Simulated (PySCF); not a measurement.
C5HF3O3.
Numbering: `[O:1]=[C:2]1[CH:3]=[C:4]([C:5]([F:6])([F:7])[F:8])[C:9](=[O:10])[O:11]1`

Geometry (GFN2-xTB, Å), atoms numbered from 1 in this order:
```xyz
12
C5HF3O3 angstrom
O      3.1708   -0.3876   -0.2570
C      2.0455   -0.0540   -0.0959
C      0.7844   -0.8291   -0.3300
C     -0.2356   -0.0383   -0.0060
C     -1.7088   -0.3205   -0.0551
F     -2.3456    0.5178   -0.8760
F     -1.9514   -1.5615   -0.4950
F     -2.2744   -0.2137    1.1493
C      0.3166    1.2879    0.4516
O     -0.2592    2.2540    0.8196
O      1.6753    1.1837    0.3646
H      0.7836   -1.8393   -0.6960
```

Probes without a nucleus sit at each ring's centroid and 1 Å off its mean plane on both sides; NICS is minus the shielding there, NICSzz its component along the normal. Level: GIAO PBE0/pcSseg-1 (PySCF, non-relativistic, gas phase) on the GFN2-xTB geometry, one conformer.

Ring bond lengths (Å), with Mayer bond orders in brackets: C2–C3 1.499 (0.98), C3–C4 1.331 (1.71), C4–C9 1.508 (0.92), C9–O11 1.365 (0.99), O11–C2 1.371 (0.99).

Problem. Give the NICS values of each ring in ppm.

Solution. 
| ring | type | NICS(0) | NICS(1), two faces | NICS(1)zz, two faces | rms pucker (Å) | centre to ring atoms, mean (Å) |
| --- | --- | --- | --- | --- | --- | --- |
| C2–C3–C4–C9–O11 | 5-membered ring with O; formal bonds 1 double, 4 single | -1.1 | -3.6 / -3.6 | -2.9 / -2.9 | 0.00 | 1.20 |

Problem. What can be read from them?

Solution. 
- C2–C3–C4–C9–O11: mean NICS(1)zz -2.9 ppm, near zero. That is too small in size for a clear verdict by the NICS criterion.

Problem. And the bond-length index? HOMA = 1 − mean of α(R − Ropt)² over the ring bonds, with Krygowski's 1993 parameters (CC: Ropt 1.388 Å, α 257.7 Å⁻²; CO: Ropt 1.265 Å, α 157.38 Å⁻²).

Solution. 
- C2–C3–C4–C9–O11: HOMA -1.21; the largest term is that of C4–C9, α(R − Ropt)² = 3.69. The geometric and the magnetic index point the same way.

Problem. How shielded are the nuclei of the rings and their hydrogens (means over atoms taken as equivalent)?

Solution. 
```
atoms                      environment  σ isotropic (ppm)  principal values of the symmetric part, first atom (ppm)
   C2        anhydride carbonyl carbon               19.6                                         -85.6, 60.2, 84.1
   C3                 alkene CH carbon               44.4                                        -77.2, 68.4, 141.9
   C4  fully substituted alkene carbon               39.9                                        -79.1, 74.6, 124.1
   C9        anhydride carbonyl carbon               21.8                                         -79.7, 58.6, 86.6
  O11        anhydride bridging oxygen               30.2                                         -90.0, 3.0, 177.5
  H12                 vinylic hydrogen              24.58                                          21.3, 23.1, 29.3
```
